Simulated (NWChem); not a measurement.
# CH5BFN; SMILES CNBF

```xyz
9

B     -0.4502    -0.6911     0.0000
F      0.1094    -1.9141     0.0000
H     -1.6423    -0.5936     0.0000
N      0.3702     0.4384     0.0000
C     -0.0693     1.8235     0.0000
H      1.3758     0.3073     0.0000
H      0.2846     2.3625    -0.8886
H      0.2846     2.3625     0.8886
H     -1.1619     1.8504     0.0000
```
Atoms are numbered in this order, from 1.

Level: B3LYP/6-31G* (spherical d) (NWChem), optimised geometry, unscaled harmonic frequencies. 

```json
[
 {"frequency (cm⁻¹)": "166", "IR intensity (km/mol)": "0.7"},
 {"frequency (cm⁻¹)": "217", "IR intensity (km/mol)": "2.1"},
 {"frequency (cm⁻¹)": "278", "IR intensity (km/mol)": "1.5"},
 {"frequency (cm⁻¹)": "499", "IR intensity (km/mol)": "13.8"},
 {"frequency (cm⁻¹)": "661", "IR intensity (km/mol)": "131.7"},
 {"frequency (cm⁻¹)": "918", "IR intensity (km/mol)": "22.7"},
 {"frequency (cm⁻¹)": "998", "IR intensity (km/mol)": "23.1"},
 {"frequency (cm⁻¹)": "1103", "IR intensity (km/mol)": "12.6"},
 {"frequency (cm⁻¹)": "1153", "IR intensity (km/mol)": "3.3"},
 {"frequency (cm⁻¹)": "1167", "IR intensity (km/mol)": "0.6"},
 {"frequency (cm⁻¹)": "1238", "IR intensity (km/mol)": "28.7"},
 {"frequency (cm⁻¹)": "1326", "IR intensity (km/mol)": "131.0"},
 {"frequency (cm⁻¹)": "1490", "IR intensity (km/mol)": "24.6"},
 {"frequency (cm⁻¹)": "1522", "IR intensity (km/mol)": "4.6"},
 {"frequency (cm⁻¹)": "1532", "IR intensity (km/mol)": "84.0"},
 {"frequency (cm⁻¹)": "1596", "IR intensity (km/mol)": "230.4"},
 {"frequency (cm⁻¹)": "2667", "IR intensity (km/mol)": "132.9"},
 {"frequency (cm⁻¹)": "3034", "IR intensity (km/mol)": "63.9"},
 {"frequency (cm⁻¹)": "3079", "IR intensity (km/mol)": "44.1"},
 {"frequency (cm⁻¹)": "3144", "IR intensity (km/mol)": "18.1"},
 {"frequency (cm⁻¹)": "3572", "IR intensity (km/mol)": "11.2"}
]
```

| Quantity | Value |
|---|---|
| zero-point energy | 44.8 kcal/mol |
| thermal correction to the enthalpy at 298.15 K (with zero-point energy) | 48.5 kcal/mol |
| heat capacity Cv | 15.7 cal/(mol K) |
| entropy at 298.15 K and 1 atm (symmetry number 1) | 69.6 cal/(mol K) |
| dipole moment | 2.38 D |

Rigid rotor and harmonic oscillator.
